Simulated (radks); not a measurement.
Values are calculated unless marked as measured or tabulated.
Numerical settings for neutral praseodymium, [Xe] 4f3 6s2. Code: a radial shooting solver on a logarithmic mesh with Libxc functionals. Model: Dirac Kohn-Sham, PBE, spin-unpolarised, spherical densities, finite nucleus; open shells fill j = l - 1/2 first; Fermi nuclear charge, rms radius 4.8919 fm. The defaults (mesh step 0.008 in ln r, mesh end at 40 bohr or more with all orbitals vanishing there, Anderson mixing 0.5 over 9 steps, residual threshold near 1e-9 with the energy settled to 1e-9 hartree or 1e-11 of itself, here a cap of 94 iterations) give E = -9242.1627 hartree and 4f5/2 at -1.336 eV in 14 iterations. Run on one thread of a shared host, so times are rough (Arm Neoverse N1): 0.19 s of CPU time, 0.19 s wall, 14 iterations on 2440 mesh points. Changes against that run (0 stands for a change within the tolerance of the run):

setting,iterations,converged,E (mhartree),e(4f5/2) (meV),CPU (s)
mesh step in ln r 0.05,14,yes,-0.0668,-0.0368,0.05
mesh step in ln r 0.2,4,no,diverged,-,0.01
mesh step in ln r 0.08,4,no,diverged,-,0.02
mesh end (bohr) 5,13,level above zero,+402,+4.96e+03,0.13
mesh end (bohr) 2,13,level above zero,+2.73e+04,+7.39e+04,0.12
residual threshold 0.01,8,yes,+0.000296,+2.74,0.14
residual threshold 1e-05,10,yes,0,+0.178,0.16
mixing 1,19,yes,0,0,0.26
"linear mixing, mixing 0.2",88,yes,0,0,0.76
"linear mixing, mixing 0.05",94,no,+0.00389,-12.6,0.94
mixing history 2,22,yes,0,0,0.26
iteration cap 8,8,no,0,+0.664,0.1

Settled on a wrong energy, with an occupied level pushed above zero by the early mesh end: mesh end (bohr) 5 (+0.402 hartree); mesh end (bohr) 2 (+27.3 hartree). Apart from these: no run marked as converged misses the energy by more than 1 mhartree. A mesh that ends early acts as a hard wall.
